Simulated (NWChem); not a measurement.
System: C2H4BF2N; SMILES FB(F)/N=C/C

Input file for NWChem:

```
start job
memory heap 200 mb stack 900 mb global 1100 mb
geometry units angstroms noautosym nocenter noautoz
  C     -0.583137     2.361987     0.000000
  C      0.647772     1.512721     0.000000
  N      0.689499     0.261135     0.000000
  B      0.023842    -0.962007     0.000000
  F     -0.261275    -1.591689     1.134969
  F     -0.261275    -1.591689    -1.134969
  H     -1.496318     1.751900     0.000000
  H     -0.582022     3.022292    -0.882843
  H     -0.582022     3.022292     0.882843
  H      1.603369     2.075022     0.000000
end
basis spherical
  * library pcsseg-1
end
dft
  xc xpbe96 cpbe96
  iterations 150
end
property
  shielding 8 1 2 3 4 5 7 8 10
end
task dft property
```

Parts of the log:

```
             Northwest Computational Chemistry Package (NWChem) 7.3.0
             --------------------------------------------------------

                             Geometry "geometry" -> ""
                             -------------------------

 Output coordinates in angstroms (scale by  1.889725989 to convert to a.u.)

  No.       Tag          Charge          X              Y              Z
 ---- ---------------- ---------- -------------- -------------- --------------
    1 C                    6.0000    -0.58313700     2.36198700     0.00000000
    2 C                    6.0000     0.64777200     1.51272100     0.00000000
    3 N                    7.0000     0.68949900     0.26113500     0.00000000
    4 B                    5.0000     0.02384200    -0.96200700     0.00000000
    5 F                    9.0000    -0.26127500    -1.59168900     1.13496900
    6 F                    9.0000    -0.26127500    -1.59168900    -1.13496900
    7 H                    1.0000    -1.49631800     1.75190000     0.00000000
    8 H                    1.0000    -0.58202200     3.02229200    -0.88284300
    9 H                    1.0000    -0.58202200     3.02229200     0.88284300
   10 H                    1.0000     1.60336900     2.07502200     0.00000000

 Effective nuclear repulsion energy (a.u.)     213.1766515023

  pbe96 is a nonlocal functional; adding pw91lda local functional.
                              NWChem Property Module
                              ----------------------

  itol2e modified to match energy
  convergence criterion.

                                 NWChem DFT Module
                                 -----------------

 Summary of "ao basis" -> "ao basis" (spherical)
 ------------------------------------------------------------------------------
       Tag                 Description            Shells   Functions and Types
 ---------------- ------------------------------  ------  ---------------------
 C                          pcsseg-1                 7       17   3s3p1d
 N                          pcsseg-1                 7       17   3s3p1d
 B                          pcsseg-1                 7       17   3s3p1d
 F                          pcsseg-1                 7       17   3s3p1d
 H                          pcsseg-1                 3        5   2s1p

  itol2e modified to match energy
  convergence criterion.

            General Information
            -------------------
          SCF calculation type: DFT
          Wavefunction type:  closed shell.
          No. of atoms     :    10
          No. of electrons :    46
           Alpha electrons :    23
            Beta electrons :    23
          Charge           :     0
          Spin multiplicity:     1
          Use of symmetry is: off; symmetry adaption is: off
          Maximum number of iterations: 150
          AO basis - number of functions:   122
                     number of shells:    54
          Convergence on energy requested:  1.00D-07
          Convergence on density requested:  1.00D-05
          Convergence on gradient requested:  5.00D-04

              XC Information
              --------------
          PerdewBurkeErnzerhof Exchange Functional  1.000
            Perdew 1991 LDA Correlation Functional  1.000 local
           PerdewBurkeErnz. Correlation Functional  1.000 non-local

[...]

          -----------------------------------------
          Chemical Shielding Tensors (GIAO, in ppm)
          -----------------------------------------

                                NWChem CPHF Module
                                ------------------

  scftype          =     RHF
  nclosed          =       23
  nopen            =        0
  variables        =     2277
  # of vectors     =        3
  tolerance        = 0.10D-03
  level shift      = 0.00D+00
  max iterations   =       50
  max subspace     =       30

 SCF residual:    5.1140123589854112E-005

Iterative solution of linear equations
  No. of variables     2277
  No. of equations        3
  Maximum subspace       30
        Iterations       50
       Convergence  1.0D-04

   iter   nsub   residual    time
   ----  ------  --------  ---------
     1      3    3.68D-05      67.1

      Atom:    1  C
        Diamagnetic
    253.8104     -6.7007     -0.0000
     -6.7007    252.2168      0.0000
     -0.0000      0.0000    244.2783

        Paramagnetic
    -79.0682    -12.3968      0.0000
    -12.3968   -116.6541      0.0000
      0.0000      0.0000   -115.3228

        Total Shielding Tensor
    174.7422    -19.0975      0.0000
    -19.0975    135.5627      0.0000
      0.0000      0.0000    128.9555

           isotropic =     146.4202
          anisotropy =      54.1358

          Principal Components and Axis System
                 1           2           3
              182.5107    128.9555    127.7943

      1         0.9263      0.0000      0.3768
      2        -0.3768      0.0000      0.9263
      3        -0.0000      1.0000     -0.0000

      Atom:    2  C
        Diamagnetic
    256.8538     -6.2188     -0.0000
     -6.2188    266.9323      0.0000
     -0.0000      0.0000    237.5313

        Paramagnetic
   -312.9986    -17.6135     -0.0000
    -17.6135   -294.7052      0.0000
     -0.0000      0.0000   -113.4869

        Total Shielding Tensor
    -56.1447    -23.8323     -0.0000
    -23.8323    -27.7729      0.0000
     -0.0000      0.0000    124.0444

           isotropic =      13.3756
          anisotropy =     166.0032

          Principal Components and Axis System
                 1           2           3
              124.0444    -69.6936    -14.2240

      1        -0.0000      0.8693     -0.4942
      2         0.0000      0.4942      0.8693
      3         1.0000      0.0000     -0.0000

      Atom:    3  N
        Diamagnetic
    314.7016     10.8414     -0.0000
     10.8414    352.0379     -0.0000
     -0.0000     -0.0000    315.1437

        Paramagnetic
   -451.5405    -73.3734     -0.0000
    -73.3734   -703.6289     -0.0000
     -0.0000     -0.0000   -154.7463

        Total Shielding Tensor
   -136.8389    -62.5320     -0.0000
    -62.5320   -351.5910     -0.0000
     -0.0000     -0.0000    160.3974

           isotropic =    -109.3442
          anisotropy =    -388.6920

          Principal Components and Axis System
                 1           2           3
             -368.4722    160.3974   -119.9577

      1         0.2606     -0.0000      0.9654
      2         0.9654     -0.0000     -0.2606
      3         0.0000      1.0000      0.0000

      Atom:    4  B
        Diamagnetic
    189.0491      8.4571      0.0000
      8.4571    204.3489      0.0000
      0.0000      0.0000    206.6030

        Paramagnetic
   -106.2971    -15.0107      0.0000
    -15.0107   -127.8063     -0.0000
      0.0000     -0.0000   -134.0574

        Total Shielding Tensor
     82.7520     -6.5536      0.0000
     -6.5536     76.5426     -0.0000
      0.0000     -0.0000     72.5456

           isotropic =      77.2801
          anisotropy =      14.4285

          Principal Components and Axis System
                 1           2           3
               86.8991     72.5456     72.3955

      1         0.8450     -0.0000      0.5347
      2        -0.5347     -0.0000      0.8450
      3         0.0000      1.0000      0.0000

      Atom:    5  F
        Diamagnetic
    462.0985      2.9336     -5.2700
      2.9336    468.1657    -11.8150
     -5.2700    -11.8150    481.6250

        Paramagnetic
   -122.6567    -46.7586    -18.0131
    -46.7586   -212.8940    -20.5731
    -18.0131    -20.5731   -232.1607

        Total Shielding Tensor
    339.4418    -43.8250    -23.2831
    -43.8250    255.2718    -32.3881
    -23.2831    -32.3881    249.4642

           isotropic =     281.3926
          anisotropy =     116.2622

          Principal Components and Axis System
                 1           2           3
              358.9008    281.9042    203.3728

      1         0.9271     -0.1749      0.3316
      2        -0.3641     -0.6311      0.6849
      3        -0.0895      0.7557      0.6488

      Atom:    6  H
        Diamagnetic
     36.8564      2.8665     -0.0000
      2.8665     28.7915      0.0000
     -0.0000      0.0000     21.0318

        Paramagnetic
     -4.1847     -2.0467     -0.0000
     -2.0467      0.5828      0.0000
     -0.0000      0.0000      6.0032

        Total Shielding Tensor
     32.6717      0.8198     -0.0000
      0.8198     29.3744      0.0000
     -0.0000      0.0000     27.0350

           isotropic =      29.6937
          anisotropy =       4.7559

          Principal Components and Axis System
                 1           2           3
               32.8643     29.1818     27.0350

      1         0.9735     -0.2287      0.0000
      2         0.2287      0.9735     -0.0000
      3        -0.0000      0.0000      1.0000

      Atom:    7  H
        Diamagnetic
     24.1971     -2.8994      1.4345
     -2.8994     31.1917     -7.9224
      1.4345     -7.9224     30.7724

        Paramagnetic
      3.0132      2.2636     -0.7601
      2.2636     -1.3338      5.0370
     -0.7601      5.0370     -1.1824

        Total Shielding Tensor
     27.2104     -0.6358      0.6743
     -0.6358     29.8579     -2.8854
      0.6743     -2.8854     29.5901

[...]
```

Level: PBE/pcSseg-1, GIAO. Structure relaxed at the PBE0/def2-SVP level. The output numbers the shielded atoms by their place in the input's list. The printed shielding anisotropy is the first printed principal value minus the mean of the other two.
